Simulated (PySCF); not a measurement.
Molecule: SMILES [SiH3][Se][SiH2]F, FH₅SeSi₂.

Bonds (- single, = double, # triple, : aromatic): F1-Si2 1.625 Å, Si2-Se3 2.260 Å, Se3-Si4 2.296 Å. Si2 carries H5, H6; Si4 carries H7, H8, H9.

Geometry PBE0-D3(BJ)/def2-SVP throughout; GIAO in PySCF 2.14, gas phase, one conformer, non-relativistic; equivalent atoms averaged; basis pcSseg-2.

Q: How do the absolute shieldings σ depend on the functional? (ppm; last column core-seconds on 1 thread of an Arm Neoverse V1, shared host; the GGAs took longer than the global hybrids here, which isn't the general rule, and the cause wasn't traced)

A: 
```
functional                    kind     F1    Si2    Si4     Se3  H5/H6  H7/H8/H9  core-s
        HF            Hartree–Fock  381.1  386.4  434.2  2389.4  26.46     27.22      17
       LDA                     LDA  334.4  280.0  359.2  2108.3  24.36     25.63      30
       PBE                     GGA  337.1  310.0  378.0  2150.4  25.05     26.23      34
      BLYP                     GGA  335.9  300.3  363.8  2097.9  25.37     26.51      34
      BP86                     GGA  337.5  309.0  375.2  2143.2  25.12     26.29      34
      OPBE                     GGA  346.3  344.3  406.7  2225.7  25.20     26.33      34
       KT2                     GGA  338.2  337.3  405.8  2178.4  25.10     26.28      35
       KT3                     GGA  343.8  350.2  410.4  2190.1  25.53     26.63      35
     B97-D                     GGA  344.0  328.8  387.0  2140.2  25.51     26.59      33
     B3LYP           global hybrid  348.2  316.0  377.3  2167.3  25.59     26.63      26
      PBE0           global hybrid  352.3  329.9  394.3  2233.0  25.39     26.43      25
  mPW1PW91           global hybrid  352.6  329.2  392.2  2227.5  25.48     26.51      25
      WP04           global hybrid  357.1  324.7  371.1  2121.0  26.46     27.40      27
     B97-2           global hybrid  354.3  339.3  398.5  2221.5  25.61     26.63      27
 BHandHLYP           global hybrid  362.6  340.3  397.4  2254.7  25.92     26.83      27
 CAM-B3LYP  range-separated hybrid  354.5  317.6  383.5  2199.0  25.61     26.63      42
   wB97X-D  range-separated hybrid  355.8  330.6  394.8  2239.8  25.62     26.63      39
   LC-wPBE  range-separated hybrid  363.0  331.1  401.4  2277.3  25.66     26.68      46
```

Q: Which nucleus moves most, in ppm?

A: Se3 (selenium bonded to 2 Si): from 2097.9 ppm with BLYP to 2389.4 ppm with HF. The smallest spread is 1.77 ppm, at H7/H8/H9.

Relativistic effects, spin–orbit coupling among them, are left out; they matter for Se and for the light atoms bonded to it.
